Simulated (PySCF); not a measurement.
## Static response to an electric field

CH8B2N2.
Cartesian coordinates in Å at the PBE0-D3(BJ)/def2-SVP level; atoms count from 1:
```
atom  x, y, z in Å
B1    -2.358   -0.373   -0.082
N2    -1.289   -0.568   -0.966
B3     0.131   -0.309   -0.767
N4     0.632    0.192    0.433
C5     2.009    0.479    0.734
H6    -2.152    0.065    1.031
H7    -3.486   -0.642   -0.428
H8    -1.523   -0.934   -1.882
H9     0.896   -0.536   -1.679
H10   -0.019    0.379    1.189
H11    2.384   -0.121    1.581
H12    2.631    0.247   -0.141
H13    2.167    1.543    0.984
```

Level: CAM-B3LYP/def2-SVPD (PySCF), static field, nuclei fixed, core orbitals frozen in the response. The polarisability tensor in these axes (au):

```
x   74.06  4.93  3.12
y    4.93 46.89  5.67
z    3.12  5.67 58.59
```

Question: Give the principal values, the mean and the anisotropy Δα = √{½[(α1 − α2)² + (α2 − α3)² + (α1 − α3)²]}.

Answer: Principal values 44.19, 59.42 and 75.93 au; mean 59.85 au = 8.87 Å³ = 9.87 × 10⁻⁴⁰ C²·m²/J; Δα = 27.50 au (46 % of the mean).

Question: What is the dipole moment, and where does it point?

Answer: (1.07, 0.20, 0.21) D, 1.11 D in size, pointing from the negative to the positive side. Measured along this direction, the outermost atoms are H7 at the negative end and H11, H13 and H12 at the positive end.

Question: Give the eigenvalues of the traceless quadrupole moment Θ = ½Σq(3rr − r²1), origin at the centre of nuclear charge.

Answer: -5.09, -1.04, 6.13 D·Å. The values depend on the origin, since the dipole doesn't vanish. The electronic extent ⟨r²⟩ about the same centre is 570 bohr², a root-mean-square distance of 2.05 Å for the 38 electrons.

Question: Along which axes do the principal values lie, and how far do the nuclei extend along each?

Answer: Largest value along (0.95, 0.21, 0.24), where the nuclei span 6.16 Å; middle along (-0.29, 0.30, 0.91), 3.54 Å; least along (-0.12, 0.93, -0.34), 1.78 Å. The response follows the extents in order.

Question: Orientational against electronic polarisability at 400 K (dilute gas, rigid molecules)?

Answer: In Gaussian units μ²/3kT = 7.41 Å³ against 8.87 Å³, a ratio of 0.84; the Debye molar polarisation (4π/3)N_A(α + μ²/3kT) is 41.1 cm³/mol, leaving out the vibrational part.

Question: Find the Langevin capture rate constant for NO+ (29.998 u) meeting this molecule (70.087 u), k = 2.342 × 10⁻⁹ cm³/s × √(α in Å³ / reduced mass in u).

Answer: The reduced mass is 21.01 u, so k = 1.52 × 10⁻⁹ cm³/s. The formula leaves out the permanent dipole, which adds to the capture rate.

Question: Form Σ f/ω² (atomic units) for the 6 lowest TDDFT singlets, given as eV and f, and set it beside the mean polarisability, which is this sum over all singlets: 6.14, 0.1682; 6.68, 0.0002; 6.83, 0.0011; 7.36, 0.0011; 7.78, 0.0001; 7.83, 0.0252.

Answer: They add up to 3.64 au, 6.1 % of the 59.85 au; the largest single term is 3.30 au, from the state at 6.14 eV. Terms in order: 3.30, 0.00, 0.02, 0.02, 0.00, 0.30 au. Higher excitations give the rest. The strengths listed sum to 0.196.

The structure is a single PBE0-D3(BJ)/def2-SVP conformer in the gas phase; no vibrational or solvent corrections.
